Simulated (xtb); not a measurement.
xtb input (GFN2-xTB):

```bash
xtb mol.xyz --gfn 2 --ohess tight --chrg -1 --uhf 0
```
mol.xyz:
```
4

Br     2.07356985    -0.48837330    -0.14451109
Si    -0.00762867    -0.01087903     1.03359820
Br    -1.47064662    -1.55046729    -0.14933459
Br    -0.58227198     2.04847295    -0.11867061
```

End of the output:

```
   ------------------------------------------------------------------------
    298.15    0.745811E-02    0.985521E-02    0.414965E-01   -0.316413E-01
   ------------------------------------------------------------------------

         :::::::::::::::::::::::::::::::::::::::::::::::::::::
         ::                  THERMODYNAMIC                  ::
         :::::::::::::::::::::::::::::::::::::::::::::::::::::
         :: total free energy         -14.371506484059 Eh   ::
         ::.................................................::
         :: total energy              -14.339865164755 Eh   ::
         :: zero point energy           0.002397101465 Eh   ::
         :: G(RRHO) w/o ZPVE           -0.034038420769 Eh   ::
         :: G(RRHO) contrib.           -0.031641319303 Eh   ::
         :::::::::::::::::::::::::::::::::::::::::::::::::::::

optimized geometry written to: xtbopt.xyz

           -------------------------------------------------
          | TOTAL ENERGY              -14.339865164755 Eh   |
          | TOTAL ENTHALPY            -14.330009957735 Eh   |
          | TOTAL FREE ENERGY         -14.371506484059 Eh   |
          | GRADIENT NORM               0.000008012236 Eh/α |
          | HOMO-LUMO GAP               3.777924364212 eV   |
           -------------------------------------------------

------------------------------------------------------------------------
------------------------------------------------------------------------
 total:
 SCF:
 ANC optimizer:
 analytical hessian:
```

It need not be the lowest isomer of its formula. Whether it binds its extra electron was not tested at this geometry.
